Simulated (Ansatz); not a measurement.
Basis-set extrapolation for `CO[Si]([SiH3])(Cl)Cl` (PBE0-D4/def2-TZVP geometry, frozen core, the Gaussian-basis code of Ansatz). Multiplicity 1, RHF reference.

```json
{"": "HF", "def2-TZVPP": "-1613.336886", "def2-QZVPP": "-1613.386005"}
{"": "MP2 correlation", "def2-TZVPP": "-1.027199", "def2-QZVPP": "-1.116559"}
{"": "CCSD(T) correlation", "def2-TZVPP": "-1.142872", "def2-QZVPP": "not run"}
```

Energies in hartree. Use E(X) = E(∞) + A·exp(−7.88·√X) for Hartree–Fock and E(X) = E(∞) + B·X^(−2.97) for correlation, with X = 3 and 4, and add CCSD(T) minus MP2 of the smaller set to the MP2 limit.

What is the CCSD(T) energy at the basis-set limit?

HF limit: -1613.386005 + (-0.049119) × 0.13774 = -1613.39277. MP2 limit: -1.116559 + (-0.089360) × 0.74074 = -1.18275. Higher-order term: -1.142872 − (-1.027199) = -0.11567. Total: -1614.69119 hartree, 5.75 eV below CCSD(T)/def2-TZVPP.
